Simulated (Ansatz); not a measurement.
Basis sets compared for WBr6. Total charge 0; singlet. Geometry PBE-D4/def2-SVP. Ansatz on 4 threads of Arm Neoverse V2 on a shared host; times are rough, and most runs start from earlier orbitals.

Cartesian coordinates in Å:
```
W 0.000 0.000 0.000
Br 1.427 -1.937 0.639
Br -1.427 1.937 -0.639
Br -1.512 -1.528 -1.255
Br 1.512 1.528 1.255
Br 1.368 0.333 -2.052
Br -1.368 -0.333 2.052
```

In the def2 sets W takes a core potential; there is no spin–orbit coupling.

```tsv
level	functions	energy (Eh)	HOMO (eV)	LUMO (eV)	wall time
PBE-D4/def2-SVP	224	-15508.1499	-7.03	-5.64	5.5 s
PBE-D4/def2-TZVPD	385	-15510.0422	-7.09	-5.66	17 s
PBE0-D4/def2-SVP	224	-15508.5901	-8.30	-5.38	13 s
```

Q: Estimate the rows for PBE-D4/def2-TZVP (with forces), PBE0-D4/def2-TZVP.

A: 
| level | functions | energy (Eh) | HOMO (eV) | LUMO (eV) | wall time |
| --- | --- | --- | --- | --- | --- |
| PBE-D4/def2-TZVP (with forces) | 328 | -15510.0391 | -7.07 | -5.64 | 13 s |
| PBE0-D4/def2-TZVP | 328 | -15510.4845 | -8.28 | -5.29 | 28 s |
